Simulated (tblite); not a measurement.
Input of a run (GFN2-xTB geometry optimisation, gas phase (tblite 0.8.0)), started from a force field or distance geometry:
```
{"job": {"kind": "relax", "xc": "GFN2-xTB", "basis": "xTB"}, "charge": 0, "multiplicity": 1}
C     -1.853700     1.054800    -0.396600
C     -0.962000    -0.094900    -0.160500
C     -1.709200    -1.141800     0.687200
O      0.191800     0.175200     0.546700
Si     1.479700    -0.360700    -0.460900
C      2.913700     0.748300    -0.135700
N      3.457900     0.789600     1.026100
H     -1.481100     1.752900    -1.195600
H     -2.181600     1.600000     0.518900
H     -2.824500     0.653300    -0.824200
H     -0.691700    -0.563700    -1.140700
H     -2.646600    -0.646400     1.042100
H     -1.908300    -1.980100    -0.000300
H     -1.121800    -1.469400     1.556400
H      1.913600    -1.711200    -0.059000
H      1.045900    -0.350900    -1.851000
H      3.351400     1.398400    -0.891600
H      3.017900     0.152800     1.726900
```

Output (eV, eV/Å):
```
step      E/eV     max force
  0    -621.88181    3.448
  1    -622.23262    1.916
  2    -622.32955    1.383
  3    -622.41333    0.907
  4    -622.53531    0.770
  5    -622.58330    0.723
  6    -622.65001    0.623
  7    -622.69315    0.467
  8    -622.73362    0.528
  9    -622.76697    0.545
 10    -622.80045    0.422
 11    -622.83046    0.353
 12    -622.85444    0.293
 13    -622.86883    0.215
 14    -622.87642    0.181
 15    -622.88181    0.167
 16    -622.88628    0.136
 17    -622.88966    0.147
 18    -622.89267    0.162
 19    -622.89594    0.156
 20    -622.89927    0.139
 21    -622.90211    0.123
 22    -622.90415    0.099
 23    -622.90568    0.102
 24    -622.90730    0.136
 25    -622.90919    0.142
 26    -622.91135    0.119
 27    -622.91373    0.110
 28    -622.91602    0.109
 29    -622.91795    0.108
 30    -622.91966    0.117
 31    -622.92150    0.124
 32    -622.92354    0.110
 33    -622.92538    0.131
 34    -622.92691    0.123
 35    -622.92844    0.105
 36    -622.93018    0.114
 37    -622.93184    0.077
 38    -622.93303    0.079
 39    -622.93387    0.082
 40    -622.93477    0.077
 41    -622.93605    0.095
 42    -622.93761    0.080
 43    -622.93897    0.072
 44    -622.93999    0.073
 45    -622.94081    0.069
 46    -622.94165    0.057
 47    -622.94253    0.062
 48    -622.94319    0.061
 49    -622.94359    0.056
 50    -622.94389    0.043
 51    -622.94419    0.041
 52    -622.94451    0.034
 53    -622.94478    0.037
 54    -622.94499    0.037
 55    -622.94516    0.034
 56    -622.94537    0.031
 57    -622.94568    0.048
 58    -622.94617    0.059
 59    -622.94689    0.063
 60    -622.94766    0.065
 61    -622.94844    0.067
 62    -622.94950    0.082
 63    -622.95088    0.099
 64    -622.95248    0.100
 65    -622.95367    0.095
 66    -622.95486    0.082
 67    -622.95617    0.080
 68    -622.95780    0.111
 69    -622.95929    0.114
 70    -622.96089    0.073
 71    -622.96204    0.082
 72    -622.96270    0.157
 73    -622.96379    0.076
 74    -622.96485    0.075
 75    -622.96663    0.076
 76    -622.96809    0.129
 77    -622.96958    0.107
 78    -622.97094    0.117
 79    -622.97258    0.108
 80    -622.97497    0.100
 81    -622.97786    0.152
 82    -622.98037    0.144
 83    -622.98310    0.157
 84    -622.98554    0.207
 85    -622.98939    0.172
 86    -622.99500    0.184
 87    -622.98658    0.814
 88    -623.00899    0.472
 89    -623.01767    0.253
 90    -623.02711    0.348
 91    -623.03494    0.286
 92    -623.05095    0.260
 93    -623.05556    0.248
 94    -623.05882    0.192
 95    -623.06727    0.234
 96    -623.07196    0.177
 97    -623.07475    0.141
 98    -623.07724    0.160
 99    -623.07977    0.148
100    -623.08198    0.121
101    -623.08517    0.122
102    -623.08760    0.108
103    -623.08905    0.173
104    -623.09033    0.132
105    -623.09158    0.087
106    -623.09321    0.114
107    -623.09460    0.115
108    -623.09575    0.088
109    -623.09658    0.057
110    -623.09710    0.057
111    -623.09756    0.061
112    -623.09806    0.060
113    -623.09854    0.062
114    -623.09899    0.062
115    -623.09938    0.060
116    -623.09973    0.061
117    -623.10016    0.057
118    -623.10094    0.075
119    -623.10216    0.095
120    -623.10388    0.107
121    -623.10576    0.100
122    -623.10760    0.132
123    -623.10879    0.199
124    -623.11063    0.112
125    -623.11301    0.099
126    -623.11534    0.127
127    -623.11698    0.107
128    -623.11883    0.159
129    -623.12037    0.148
130    -623.12106    0.239
131    -623.12245    0.078
132    -623.12342    0.075
133    -623.12484    0.099
134    -623.12561    0.130
135    -623.12717    0.121
136    -623.12833    0.093
137    -623.12893    0.084
138    -623.12901    0.152
139    -623.12957    0.038
140    -623.12977    0.033
141    -623.13006    0.031
142    -623.13025    0.034
143    -623.13046    0.030
144    -623.13066    0.034
145    -623.13090    0.042
146    -623.13124    0.039
147    -623.13179    0.056
148    -623.13252    0.077
149    -623.13328    0.088
150    -623.13392    0.073
151    -623.13443    0.053
152    -623.13491    0.042
153    -623.13541    0.046
154    -623.13592    0.061
155    -623.13644    0.077
156    -623.13694    0.079
157    -623.13739    0.062
158    -623.13776    0.051
159    -623.13805    0.038
160    -623.13824    0.056
161    -623.13845    0.038
162    -623.13864    0.028
163    -623.13888    0.031
164    -623.13899    0.030
165    -623.13911    0.038
166    -623.13922    0.029
167    -623.13931    0.020
168    -623.13936    0.022
169    -623.13941    0.027
170    -623.13946    0.021
171    -623.13951    0.017
172    -623.13958    0.019
173    -623.13966    0.021
174    -623.13974    0.030
175    -623.13983    0.031
176    -623.13991    0.027
177    -623.13998    0.036
178    -623.14004    0.020
179    -623.14009    0.031
180    -623.14011    0.014
181    -623.14012    0.008
```

Task: Summarise the run.

Result: The energy falls by 1.258 eV over 181 L-BFGS steps, the largest force on an atom goes from 3.45 to 0.008 eV/Å, and the atoms move by 0.886 Å rms after alignment. The bond that changes most is O4–Si5 (silyl ether oxygen to oxygen-bound silicon), which shortens by 0.111 Å. Bonds longer at the end by more than 0.005 Å: 4 of 17; shorter: 12. Among the angles that change most is C2–O4–Si5, from 105.4° to 131.1°. Among the dihedrals that turn most is O4–Si5–C6–N7, from 63° to 178°. The energy rose by more than 1e-5 eV at step 87. The first step brought 28 % of the lowering.

Task: What are the final bond lengths?

Result: C1–C2 1.526 Å, C2–C3 1.524 Å, C2–O4 1.404 Å, O4–Si5 1.610 Å, Si5–C6 1.897 Å, C6=N7 1.258 Å, C1–H8 1.087 Å, C1–H9 1.087 Å, C1–H10 1.086 Å, C2–H11 1.100 Å, C3–H12 1.086 Å, C3–H13 1.087 Å, C3–H14 1.087 Å, Si5–H15 1.469 Å, Si5–H16 1.469 Å, C6–H17 1.090 Å, N7–H18 1.021 Å. Numbering counts from 1 in the input's order; the species is `[H]/N=C\[SiH2]OC(C)C`.

Its GFN2-xTB frequencies are all real (lowest 21 cm⁻¹). One conformer, not necessarily the lowest. 3 starts were optimised and ended at 0.00, 1.75 and 2.31 kcal/mol (GFN2-xTB); the lowest of these is shown.

All values are computed, not measured.
